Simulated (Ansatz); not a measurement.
Start from `C=C(Cl)O[SiH3]` and change one atom or group to get `C=C(O)Cl`.

Ansatz, PBE0-D4/def2-TZVP geometries, multiplicity 1. Each molecule was computed in one conformer, which needn't be the lowest.

```json
{"property": "LUMO energy (PBE/def2-TZVPP) / eV", "`C=C(Cl)O[SiH3]`": "-0.89"}
{"property": "HOMO energy (ωB97M-V/def2-TZVPP) / eV", "`C=C(Cl)O[SiH3]`": "-9.21"}
{"property": "HOMO energy (PBE0/def2-TZVPP) / eV", "`C=C(Cl)O[SiH3]`": "-7.00"}
{"property": "size of the dipole moment (B3LYP/def2-TZVPP) / D", "`C=C(Cl)O[SiH3]`": "0.54"}
{"property": "HOMO energy (B3LYP/def2-TZVPP) / eV", "`C=C(Cl)O[SiH3]`": "-6.78"}
{"property": "HOMO–LUMO gap (PBE0/def2-TZVPP) / eV", "`C=C(Cl)O[SiH3]`": "7.03"}
```

Give the same properties after the change, and the shifts. (Estimate.)

Ansatz gave: 
```tsv
property	`C=C(O)Cl`	shift
LUMO energy (PBE/def2-TZVPP) / eV	-0.63	0.26
HOMO energy (ωB97M-V/def2-TZVPP) / eV	-9.23	-0.02
HOMO energy (PBE0/def2-TZVPP) / eV	-7.01	-0.01
size of the dipole moment (B3LYP/def2-TZVPP) / D	2.15	1.61
HOMO energy (B3LYP/def2-TZVPP) / eV	-6.79	-0.01
HOMO–LUMO gap (PBE0/def2-TZVPP) / eV	7.36	0.33
```

Dipoles are sizes alone; their direction can turn.

B3LYP here is the variant with VWN-RPA as its local correlation; programs differ in this.
